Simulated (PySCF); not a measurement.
Relaxation of quartet MoOCl

Method: UPBE0 in PySCF with Mo def2-TZVP with ECP28, O def2-TZVP, Cl def2-TZVP; scalar-relativistic core potentials, no spin–orbit coupling; density-fitted integrals. A (50,194) grid was used.

A hand-made linear start, of C∞v symmetry, held to at least that symmetry:

```xyz
3
charge 0 multiplicity 4, angstrom
Mo    0.0000    0.0000   -0.3655
O     0.0000    0.0000   -2.1455
Cl    0.0000    0.0000    2.0045
```

Q: What does it relax to?

A: It ends at C∞v with Mo–Cl 2.320 Å, Mo–O 1.683 Å; Cl–Mo–O 180.0°. A frequency run shows 2 imaginary modes (one degenerate set), down to 139i cm⁻¹, so it is a higher-order saddle point. Other isomers or separated fragments may lie lower.

Q: How much energy is released, and in how many steps?

A: 22.5 kJ/mol in 4 steps.

With open d or f shells other occupations or spin states may lie lower.

The relaxation took 7.8 s on 4 threads of a shared Arm Neoverse V2 host, with 108 basis functions and 5 gradients; the process peaked at 0.6 GiB.
